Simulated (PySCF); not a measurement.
AlH2, SMILES [AlH2+], charge +1. The structure is a stationary point at ωB97X-D3(BJ)/def2-TZVPD. The spin state was assumed, not searched. The isomer is the one that the SMILES or the coordinates give; other isomers of the formula were not compared.

TDDFT-B3LYP/def2-TZVPD (PySCF) puts the lowest singlet excitations at 6.29, 6.29, 9.03, 9.43, 9.43, 10.43 eV.

Task: What are the lowest excitation roots from ADC(2)/aug-cc-pVDZ (PySCF)? (An estimate is asked for; the answer gives what the named calculation found.)

Result: 6.77, 6.77, 9.50, 10.33, 10.33, 11.31 eV. S1 differs by 0.48 eV (second minus first; roots are paired by order, and the bases may differ).
